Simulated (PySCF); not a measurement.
First SCF of a structure search on singlet Cu₂H₄, at a hand-made ethylene-like geometry. PySCF input:

```python
from pyscf import gto, scf, dft
mol = gto.M(atom='''
Cu     1.120000     0.000000     0.000000
Cu    -1.120000     0.000000     0.000000
H      1.840000     1.238400     0.150000
H      1.840000    -1.238400     0.150000
H     -1.840000     1.238400    -0.150000
H     -1.840000    -1.238400    -0.150000''',
    basis={'Cu': 'def2-TZVP', 'H': 'def2-TZVP'},
    charge=0, spin=0)
mf = dft.RKS(mol, xc='PBE0')
mf.grids.atom_grid = (50, 194)
aux = {'Cu': 'def2-universal-JKFIT', 'H': 'def2-universal-JKFIT'}
mf = mf.density_fit(auxbasis=aux)
mf.conv_tol = 1e-08
mf.diis_space = 10
mf.max_cycle = 60
mf.init_guess = 'minao'
mf.verbose = 4
mf.kernel()
```

Excerpt of the output (cycles and frontier levels):

```
init E= -3282.09789659556
  HOMO = -0.108747887251498  LUMO = -0.0522186278054595  gap/eV = 1.53824
cycle= 1 E= -3279.66905871084  delta_E= 2.43  |g|= 5.89  |ddm|= 2.44
  HOMO = -0.49654405858538  LUMO = -0.452150532240538  gap/eV = 1.20801
cycle= 2 E= -3273.20583673998  delta_E= 6.46  |g|= 10.5  |ddm|= 6.51
  HOMO = -0.329912750683044  LUMO = -0.261121466198448  gap/eV = 1.87191
cycle= 3 E= -3282.4555830723  delta_E= -9.25  |g|= 1.67  |ddm|= 4.67
  HOMO = -0.254180498643986  LUMO = -0.157555979550422  gap/eV = 2.62929
cycle= 4 E= -3282.75093030184  delta_E= -0.295  |g|= 0.338  |ddm|= 1.13
  HOMO = -0.265156081691468  LUMO = -0.167934436674208  gap/eV = 2.64554
cycle= 5 E= -3282.76349608123  delta_E= -0.0126  |g|= 0.00789  |ddm|= 0.16
  HOMO = -0.265771406756198  LUMO = -0.168375907306572  gap/eV = 2.65027
cycle= 6 E= -3282.7635149185  delta_E= -1.88e-05  |g|= 0.00595  |ddm|= 0.0156
  HOMO = -0.265967835922228  LUMO = -0.16848600964498  gap/eV = 2.65262
cycle= 7 E= -3282.76352223797  delta_E= -7.32e-06  |g|= 0.000948  |ddm|= 0.00509
  HOMO = -0.265948450787705  LUMO = -0.16843422022189  gap/eV = 2.65350
cycle= 8 E= -3282.76352266954  delta_E= -4.32e-07  |g|= 0.000183  |ddm|= 0.00161
  HOMO = -0.265935199400142  LUMO = -0.168414535771817  gap/eV = 2.65367
cycle= 9 E= -3282.76352268817  delta_E= -1.86e-08  |g|= 4.05e-05  |ddm|= 0.000401
  HOMO = -0.265936593423369  LUMO = -0.168416429926309  gap/eV = 2.65366
cycle= 10 E= -3282.76352268836  delta_E= -1.9e-10  |g|= 1.96e-05  |ddm|= 3.28e-05
  HOMO = -0.265938291265194  LUMO = -0.168418851066105  gap/eV = 2.65364
Extra cycle  E= -3282.76352268795  delta_E= 4.09e-10  |g|= 7.1e-05  |ddm|= 3.05e-05
converged SCF energy = -3282.76352268795
```

No lower solution of this spin was found from smeared starts or by a stability analysis within the restricted form, which does not test spin polarisation.

Stability towards spin polarisation was not tested.

The search for the lowest solution, 3 starts and the stability check together, took 14 s on 4 threads of a shared Arm Neoverse N1 host, with 114 basis functions; the process peaked at 0.66 GiB.
